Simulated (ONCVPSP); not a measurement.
What one change does to a pseudopotential (F (Z = 9), ONCV)

| Quantity | Value |
| --- | --- |
| Element | F |
| Generator | ONCVPSP 4.0.1 |
| Type | optimised norm-conserving Vanderbilt (ONCV) |
| Functional | LDA (Perdew-Zunger) |
| Relativity | scalar-relativistic |
| Frozen core | [He] |
| Valence charge | 7 |
| Reference configuration | 2s2 2p5 |
| Partial waves | 2s: rc 0.80 bohr, ncon 5, nbas 8, qcut 7.2 1/bohr, 2 projectors, debl 2.5 Ha; 2p: rc 1.35 bohr, ncon 4, nbas 8, qcut 11.5 1/bohr, 2 projectors, debl 0.9 Ha; d scattering state at 0.08 Ha: rc 1.40 bohr, ncon 4, nbas 8, qcut 8.1 1/bohr, 1 projector |
| Local potential | polynomial inside 0.50 bohr (lpopt 5, dvloc0 2 Ha) |
| Core correction | none |

Change: s: qcut 10.9.

Cutoffs: the cutoffs (Ha) at which the residual kinetic energy of the hardest occupied pseudo-wave falls to 1 and 0.1 mHa per electron; they do not see the model core or the augmentation charge, which bear on the density cutoff. Errors are all-electron minus pseudo energies relative to the spin-unpolarised reference configuration.

How do hardness, ghosts and transferability respond?

The potential gets softer (200 Ha and 250 Ha → 55 Ha and 170 Ha); the errors of the 4 common tests hardly move; neither file shows a bound ghost.

| quantity | base | changed |
| --- | --- | --- |
| cutoff, loose | 200 Ha | 55 Ha |
| cutoff, tight | 250 Ha | 170 Ha |
| loose cutoff by channel | s 200 Ha, p 42 Ha | s 55 Ha, p 42 Ha |
| bound ghosts | none | none |
| GHOST(+) flags under 300 eV | none | none |
| error for 2s2 2p4, meV [ΔE 19.56 eV] | +21 | +20 |
| error for 2s2 2p3, meV [ΔE 58.07 eV] | +170 | +167 |
| error for 2s2 2p2, meV [ΔE 118.80 eV] | +664 | +653 |
| error for 2s1 2p5, meV [ΔE 38.21 eV] | -12 | -13 |
| s: phases at 0.81 bohr within 0.05 rad from the reference energy up to (Ha; the scan ends near 5) | to the end of the scan | to the end of the scan |
| p: phases at 1.37 bohr within 0.05 rad from the reference energy up to (Ha; the scan ends near 5) | to the end of the scan | to the end of the scan |
| d: phases at 1.42 bohr within 0.05 rad from the reference energy up to (Ha; the scan ends near 5) | to the end of the scan | to the end of the scan |
